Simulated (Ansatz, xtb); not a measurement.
Relaxing a trial structure of H3NSn

The starting geometry of this gas-phase singlet has its atoms placed at random.

```xyz
5

N    -0.3774   -0.5986   -1.3572
Sn   -0.3163    0.6546    0.3282
H     1.5434   -0.4378    1.1289
H     0.6903   -0.1200   -1.6762
H    -1.5893   -0.1655    0.5524
```

Task: Guess where an optimisation with r2SCAN-D4/def2-SVP ends from this start.

Result: It ends as a structure given below by its coordinates. Distances that change by over a tenth: N1–H4 (1.21 → 1.03 Å), Sn2–H5 (1.53 → 1.71 Å). Contacts that close: Sn2–H3 (2.30 → 1.73 Å).

The energy falls by 3.54 eV over 10 steps:

```
step  E − E(last) (eV)
   1             3.541
   2             1.562
   3             0.814
   4             0.344
   5             0.079
   6             0.055
   7             0.008
   8             0.000
   9             0.000
  10             0.000
```

Final geometry (Å):

```xyz
5

N    -0.2021   -0.2453   -1.6684
Sn   -0.1420   -0.0944    0.2490
H     1.1756   -0.0337    1.3631
H     0.7728   -0.2948   -2.0086
H    -1.6536    0.0010    1.0409
```

From the same start GFN2-xTB reaches the same bonding as this run.

From so rough a start the end depends on the optimiser's path, so another program may land elsewhere. The end wasn't checked by frequencies. Atoms past krypton carry core potentials, without spin–orbit terms. Run with Ansatz 0.2.0, 14 s on 1 thread of Intel(R) Xeon(R) Platinum 8259CL CPU @ 2.50GHz (Skylake/Cascade Lake) (shared host).
